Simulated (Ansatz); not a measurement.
ClFH4N2Si2 at its PBE0-D4/def2-TZVP geometry, where that method's forces vanish. Total charge 0; spin multiplicity 1. The bonds changed during the relaxation, so this is another structure than the one it started from.

```json
{"atom": "N1", "x (Å)": "0.1303", "y (Å)": "-1.3844", "z (Å)": "0.5581"}
{"atom": "Si2", "x (Å)": "-0.7228", "y (Å)": "0.0087", "z (Å)": "0.7524"}
{"atom": "Cl3", "x (Å)": "-2.0939", "y (Å)": "-0.1057", "z (Å)": "2.2216"}
{"atom": "N4", "x (Å)": "-0.4256", "y (Å)": "1.3167", "z (Å)": "-0.1496"}
{"atom": "Si5", "x (Å)": "0.8724", "y (Å)": "1.2363", "z (Å)": "-1.5824"}
{"atom": "F6", "x (Å)": "1.9703", "y (Å)": "0.3130", "z (Å)": "-0.6857"}
{"atom": "H7", "x (Å)": "0.9593", "y (Å)": "-1.3455", "z (Å)": "-0.0266"}
{"atom": "H8", "x (Å)": "-0.0607", "y (Å)": "-2.2536", "z (Å)": "1.0236"}
{"atom": "H9", "x (Å)": "-0.8133", "y (Å)": "2.2196", "z (Å)": "0.0734"}
{"atom": "H10", "x (Å)": "0.1840", "y (Å)": "-0.0051", "z (Å)": "-2.1848"}
```

(1) For each bond, give half the difference of the two atoms' forces along it (eV/Å; positive pushes the atoms apart) under PBE-D4, r2SCAN-D4, B3LYP-D4, ωB97M-V in def2-TZVPP. (Best estimate.)

## Answers

(1) Computed: 
```csv
bond,length (Å),PBE-D4,r2SCAN-D4,B3LYP-D4,ωB97M-V
N1–Si2,1.645,0.18,0.05,0.07,0.01
N1–H7,1.015,0.10,-0.04,-0.05,-0.01
N1–H8,1.004,0.12,0.01,-0.02,-0.02
Si2–Cl3,2.013,0.08,0.01,0.13,0.03
Si2–N4,1.616,0.38,0.18,0.01,-0.18
N4–Si5,1.935,-0.22,-0.13,0.11,0.29
N4–H9,1.008,0.13,-0.01,-0.06,-0.04
Si5–F6,1.692,0.43,0.00,0.20,0.21
Si5–H10,1.542,0.12,-0.01,-0.05,-0.03
```

B3LYP here is the variant with VWN-RPA as its local correlation; programs differ in this.
